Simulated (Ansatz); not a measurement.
Relaxation of ClFH$_{4}$Si$_{2}$ (8 atoms, charge 0, multiplicity 1), to a largest force component of 0.015 eV/Å in at most 40 steps.

All numbers below come from Ansatz, RKS B3LYP-D4/def2-SVP.

```xyz
8
Properties=species:S:1:pos:R:3
F -1.557 1.602 0.472
Si -0.164 1.161 -0.048
Si -0.002 -1.126 0.066
Cl 1.949 -1.747 -0.570
H 0.018 1.630 -1.466
H 0.869 1.848 0.794
H -0.945 -1.818 -0.773
H -0.075 -1.607 1.470
```

**Question.** Where does it end, and by what steps?

**Answer.** The run converged. After 5 steps the energy has fallen by 0.232 eV; Cl4 moved furthest, 0.15 Å.

| step | energy less start (eV) | largest force component (eV/Å) | accepted |
| --- | --- | --- | --- |
| 0 | 0.0000 | 3.237 | yes |
| 1 | -0.1714 | 1.650 | yes |
| 2 | -0.2263 | 0.187 | yes |
| 3 | -0.2284 | 0.128 | yes |
| 4 | -0.2323 | 0.018 | yes |
| 5 | -0.2323 | 0.005 | yes |

```xyz
8
Properties=species:S:1:pos:R:3
F -1.599 1.661 0.461
Si -0.128 1.171 -0.061
Si 0.016 -1.168 0.097
Cl 1.942 -1.603 -0.598
H 0.040 1.603 -1.476
H 0.914 1.809 0.791
H -0.976 -1.867 -0.765
H -0.116 -1.662 1.495
```

The run took 14 s on 1 CPU thread of a shared host.
